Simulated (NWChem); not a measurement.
System: BeNH2I; SMILES [NH2][Be][I]

Input file for NWChem:

```
start job
memory heap 200 mb stack 900 mb global 1100 mb
geometry units angstroms noautoz
  Be     0.000261     1.556446     0.000519
  I      0.001622    -0.624559     0.001254
  N     -0.000858     3.052422    -0.000989
  H     -0.828380     3.639923    -0.003807
  H      0.825580     3.641443    -0.003963
end
basis spherical
  Be library def2-svp
  I library def2-svp
  N library def2-svp
  H library def2-svp
end
ecp
  I library def2-ecp
end
dft
  xc mn15
  iterations 150
  mulliken
end
task dft gradient
```

Parts of the log:

```
             Northwest Computational Chemistry Package (NWChem) 7.3.0
             --------------------------------------------------------

 C2V symmetry detected

                             Geometry "geometry" -> ""
                             -------------------------

 Output coordinates in angstroms (scale by  1.889725989 to convert to a.u.)

  No.       Tag          Charge          X              Y              Z
 ---- ---------------- ---------- -------------- -------------- --------------
    1 Be                   4.0000     0.00000000     0.00000000     1.52959043
    2 I                   53.0000     0.00000000     0.00000000    -0.65141501
    3 N                    7.0000     0.00000000     0.00000000     3.02556751
    4 H                    1.0000     0.00000000    -0.82698033     3.61383051
    5 H                    1.0000     0.00000000     0.82698033     3.61383051

 Effective nuclear repulsion energy (a.u.)     137.1535711499

      Symmetry information
      --------------------

 Group name             C2v
 Group number             16
 Group order               4
 No. of unique centers     4

                                 NWChem DFT Module
                                 -----------------

 Summary of "ao basis" -> "ao basis" (spherical)
 ------------------------------------------------------------------------------
       Tag                 Description            Shells   Functions and Types
 ---------------- ------------------------------  ------  ---------------------
 Be                         def2-svp                 5        9   3s2p
 I                          def2-svp                10       26   4s4p2d
 N                          def2-svp                 6       14   3s2p1d
 H                          def2-svp                 3        5   2s1p

      Symmetry analysis of basis
      --------------------------

        a1         28
        a2          4
        b1         12
        b2         15

            General Information
            -------------------
          SCF calculation type: DFT
          Wavefunction type:  closed shell.
          No. of atoms     :     5
          No. of electrons :    38
           Alpha electrons :    19
            Beta electrons :    19
          Charge           :     0
          Spin multiplicity:     1
          Use of symmetry is: on ; symmetry adaption is: on
          Maximum number of iterations: 150
          AO basis - number of functions:    59
                     number of shells:    27
          Convergence on energy requested:  1.00D-06
          Convergence on density requested:  1.00D-05
          Convergence on gradient requested:  5.00D-04

              XC Information
              --------------
                         MN15 Method XC Functional
                     Hartree-Fock (Exact) Exchange  0.440
                          MN15 Exchange Functional  1.000
                        MN15 Correlation Potential  1.000

             Grid Information
             ----------------
          Grid used for XC integration:  medium
          Radial quadrature: Mura-Knowles
          Angular quadrature: Lebedev.
          Tag              B.-S. Rad. Rad. Pts. Rad. Cut. Ang. Pts.
          ---              ---------- --------- --------- ---------
          Be                  1.05       49           8.0       434
          I                   1.40      123          11.0       590
          N                   0.65       49          10.0       434
          H                   0.35       45          12.0       434
          Grid pruning is: on
          Number of quadrature shells:   266
          Spatial weights used:  Erf1

      Superposition of Atomic Density Guess
      -------------------------------------

 Sum of atomic energies:        -416.92358635

      Non-variational initial energy
      ------------------------------

 Total energy =    -367.314115
 1-e energy   =    -759.631885
 2-e energy   =     317.367067
 HOMO         =      -0.356419
 LUMO         =      -0.008728

      Symmetry analysis of molecular orbitals - initial
      -------------------------------------------------

  Numbering of irreducible representations:

     1 a1          2 a2          3 b1          4 b2

  Orbital symmetries:

     1 a1          2 a1          3 a1          4 b2          5 b1
     6 a1          7 a1          8 b2          9 b1         10 a1
    11 a2         12 a1         13 a1         14 b2         15 a1
    16 a1         17 b1         18 b2         19 b1         20 a1
    21 b2         22 b1         23 a1         24 b2         25 a1
    26 a1         27 b1         28 b2         29 a1

     ---------------------------------------------
      Total Density - Mulliken Population Analysis
     ---------------------------------------------

    Atom       Charge   Shell Charges
 -----------   ------   -------------------------------------------------------
    1 Be   4     3.30   1.99  0.55  0.05  0.61  0.10
    2 I   25    25.32   1.83  0.22  1.22  0.66  2.92  3.13  2.65  2.67  9.82  0.19
    3 N    7     7.92   1.99  1.04  0.43  2.69  1.77  0.00
    4 H    1     0.73   0.58  0.11  0.04
    5 H    1     0.73   0.58  0.11  0.04

   convergence    iter        energy       DeltaE   RMS-Dens  Diis-err
 ---------------- ----- ----------------- --------- --------- ---------
 d= 0,ls=0.0,diis     1   -367.5682747485 -4.43D+02  1.48D-02  7.46D-01
 d= 0,ls=0.0,diis     2   -367.5865595281 -1.83D-02  7.65D-03  4.40D-01
 d= 0,ls=0.0,diis     3   -367.6285989673 -4.20D-02  2.18D-03  6.25D-02
 d= 0,ls=0.0,diis     4   -367.6355059865 -6.91D-03  5.60D-04  7.08D-04
 d= 0,ls=0.0,diis     5   -367.6356016492 -9.57D-05  2.26D-04  1.08D-04
  Resetting Diis
 d= 0,ls=0.0,diis     6   -367.6356220061 -2.04D-05  3.49D-05  1.89D-06
 d= 0,ls=0.0,diis     7   -367.6356225170 -5.11D-07  6.14D-06  5.34D-08

         Total DFT energy =     -367.635622517048
      One electron energy =     -761.996628548695
           Coulomb energy =      351.351003585929
    Exchange-Corr. energy =      -31.940700481489
 Nuclear repulsion energy =       74.950702927207

 Numeric. integr. density =       37.999998883290

                  Occupations of the irreducible representations
                  ----------------------------------------------

                     irrep           alpha         beta
                     --------     --------     --------
                     a1               10.0         10.0
                     a2                1.0          1.0
                     b1                4.0          4.0
                     b2                4.0          4.0

                       DFT Final Molecular Orbital Analysis
                       ------------------------------------

 Vector   17  Occ=2.000000D+00  E=-3.198540D-01  Symmetry=b1
              MO Center=  3.5D-15, -7.1D-17,  1.9D+00, r^2= 3.6D+00
   Bfn.  Coefficient  Atom+Function         Bfn.  Coefficient  Atom+Function
  ----- ------------  ---------------      ----- ------------  ---------------
    39      0.455037  3 N  px                42     -0.352613  3 N  px
    20     -0.305658  2 I  px                23     -0.226083  2 I  px
     4      0.205445  1 Be px                17      0.125859  2 I  px
     7     -0.112153  1 Be px                14      0.102817  2 I  px

 Vector   18  Occ=2.000000D+00  E=-2.990012D-01  Symmetry=b2
              MO Center=  2.8D-17, -5.7D-16, -5.0D-01, r^2= 2.2D+00
   Bfn.  Coefficient  Atom+Function         Bfn.  Coefficient  Atom+Function
  ----- ------------  ---------------      ----- ------------  ---------------
    21      0.586985  2 I  py                24      0.521777  2 I  py
    18     -0.245837  2 I  py                15     -0.200255  2 I  py
     5     -0.116785  1 Be py                 8      0.055493  1 Be py
    43     -0.033822  3 N  py                32      0.030717  2 I  d -1

 Vector   19  Occ=2.000000D+00  E=-2.875068D-01  Symmetry=b1
              MO Center= -7.6D-14, -4.7D-16,  4.3D-01, r^2= 4.4D+00
   Bfn.  Coefficient  Atom+Function         Bfn.  Coefficient  Atom+Function
  ----- ------------  ---------------      ----- ------------  ---------------
    20      0.508578  2 I  px                23      0.488336  2 I  px
    39      0.320553  3 N  px                42     -0.282731  3 N  px
    17     -0.214442  2 I  px                14     -0.174386  2 I  px
     7     -0.029164  1 Be px

 Vector   20  Occ=0.000000D+00  E= 1.373572D-02  Symmetry=b2
              MO Center=  3.3D-18,  5.3D-14,  1.3D+00, r^2= 3.8D+00
   Bfn.  Coefficient  Atom+Function         Bfn.  Coefficient  Atom+Function
  ----- ------------  ---------------      ----- ------------  ---------------
     8      0.644008  1 Be py                 5     -0.576058  1 Be py
    24     -0.346709  2 I  py                51      0.258129  4 H  s
    56     -0.258129  5 H  s                 21     -0.198116  2 I  py
    50      0.135844  4 H  s                 55     -0.135844  5 H  s
    32      0.106399  2 I  d -1              18      0.082885  2 I  py

 Vector   21  Occ=0.000000D+00  E= 2.321299D-02  Symmetry=a1
              MO Center= -1.5D-14, -5.2D-14,  1.3D+00, r^2= 6.4D+00
   Bfn.  Coefficient  Atom+Function         Bfn.  Coefficient  Atom+Function
  ----- ------------  ---------------      ----- ------------  ---------------
     3      1.264070  1 Be s                 13     -0.548242  2 I  s
    25     -0.544957  2 I  pz                38     -0.513459  3 N  s
    12     -0.329631  2 I  s                  9     -0.277151  1 Be pz
     2      0.227541  1 Be s                 22     -0.211827  2 I  pz
    37     -0.191085  3 N  s                 51      0.162760  4 H  s

 Vector   22  Occ=0.000000D+00  E= 5.517578D-02  Symmetry=b1
              MO Center= -8.4D-16, -4.1D-17,  1.4D+00, r^2= 4.1D+00
   Bfn.  Coefficient  Atom+Function         Bfn.  Coefficient  Atom+Function
  ----- ------------  ---------------      ----- ------------  ---------------
     7      0.685227  1 Be px                 4     -0.530389  1 Be px
    42     -0.370327  3 N  px                23     -0.313501  2 I  px
    39      0.265898  3 N  px                20     -0.198697  2 I  px
    34     -0.133661  2 I  d  1              29      0.084783  2 I  d  1
    17      0.078802  2 I  px                14      0.062944  2 I  px

     ---------------------------------------------
      Total Density - Mulliken Population Analysis
     ---------------------------------------------

    Atom       Charge   Shell Charges
 -----------   ------   -------------------------------------------------------
    1 Be   4     3.71   1.99  0.48  0.01  0.99  0.25
    2 I   25    25.18   1.82  0.21  1.39  0.46  2.93  3.08  2.70  2.56  9.76  0.26
    3 N    7     7.39   1.98  0.96  0.41  2.51  1.52  0.01
    4 H    1     0.86   0.70  0.12  0.04
    5 H    1     0.86   0.70  0.12  0.04

     -------------------------------------------
      Total Density - Lowdin Population Analysis
     -------------------------------------------

    Atom       Charge   Shell Charges
 -----------   ------   -------------------------------------------------------
    1 Be   4     3.96   1.96  0.41  0.16  0.90  0.53
    2 I   25    24.95   1.25  0.73  1.03  0.72  2.79  3.16  2.56  2.69  9.45  0.57
    3 N    7     7.26   1.97  0.69  0.44  2.30  1.84  0.02
    4 H    1     0.92   0.59  0.21  0.12
    5 H    1     0.92   0.59  0.21  0.12

     Multipole analysis of the density
     ---------------------------------

     L   x y z        total         alpha         beta         nuclear
     -   - - -        -----         -----         ----         -------
     0   0 0 0     -0.000000    -19.000000    -19.000000     38.000000

     1   1 0 0     -0.000000     -0.000000     -0.000000      0.000000
     1   0 1 0     -0.000000     -0.000000     -0.000000      0.000000
     1   0 0 1      0.930193    -16.768846    -16.768846     34.467884

     2   2 0 0    -30.351070    -15.175535    -15.175535      0.000000
     2   1 1 0     -0.000000     -0.000000     -0.000000      0.000000
     2   1 0 1     -0.000000     -0.000000     -0.000000      0.000000
     2   0 2 0    -27.600945    -16.242711    -16.242711      4.884476
     2   0 1 1     -0.000000     -0.000000     -0.000000      0.000000
     2   0 0 2    -22.712251   -208.059416   -208.059416    393.406580

            General Information
            -------------------
          SCF calculation type: DFT
          Wavefunction type:  closed shell.
          No. of atoms     :     5
          No. of electrons :    38
           Alpha electrons :    19
            Beta electrons :    19
          Charge           :     0
          Spin multiplicity:     1
          Use of symmetry is: on ; symmetry adaption is: on
          Maximum number of iterations: 150
          AO basis - number of functions:    59
                     number of shells:    27
          Convergence on energy requested:  1.00D-06
          Convergence on density requested:  1.00D-05
          Convergence on gradient requested:  5.00D-04

              XC Information
              --------------
                         MN15 Method XC Functional
                     Hartree-Fock (Exact) Exchange  0.440
                          MN15 Exchange Functional  1.000
                        MN15 Correlation Potential  1.000

             Grid Information
             ----------------
          Grid used for XC integration:  medium
          Radial quadrature: Mura-Knowles
          Angular quadrature: Lebedev.
          Tag              B.-S. Rad. Rad. Pts. Rad. Cut. Ang. Pts.
          ---              ---------- --------- --------- ---------
          Be                  1.05       49           8.0       434
          I                   1.40      123          11.0       590
          N                   0.65       49          10.0       434
          H                   0.35       45          12.0       434
          Grid pruning is: on
          Number of quadrature shells:   266
          Spatial weights used:  Erf1

          Convergence Information
          -----------------------
          Convergence aids based upon iterative change in
          total energy or number of iterations.
          Levelshifting, if invoked, occurs when the
          HOMO/LUMO gap drops below (HL_TOL):  1.00D-02
          DIIS, if invoked, will attempt to extrapolate
          using up to (NFOCK): 10 stored Fock matrices.

                    Damping( 0%)  Levelshifting(0.5)       DIIS
                  --------------- ------------------- ---------------
          dE  on:    start            ASAP                start
          dE off:    2 iters        150 iters           150 iters

                            NWChem DFT Gradient Module
                            --------------------------

  charge          =   0.00
  wavefunction    = closed shell

  Using symmetry

                         DFT ENERGY GRADIENTS

    atom               coordinates                        gradient
                 x          y          z           x          y          z
   1 Be      0.000000   0.000000   2.890507    0.000000   0.000000   0.001609
   2 I       0.000000   0.000000  -1.230996    0.000000   0.000000   0.000532
   3 N       0.000000   0.000000   5.717494    0.000000   0.000000   0.001297
   4 H       0.000000  -1.562766   6.829149    0.000000   0.002066  -0.001720
   5 H       0.000000   1.562766   6.829149    0.000000  -0.002066  -0.001720
```

Level: MN15/def2-SVP with def2 effective core potentials on I. Structure relaxed at the PBE0/def2-SVP level. def2 effective core potentials on I; no spin-orbit coupling.
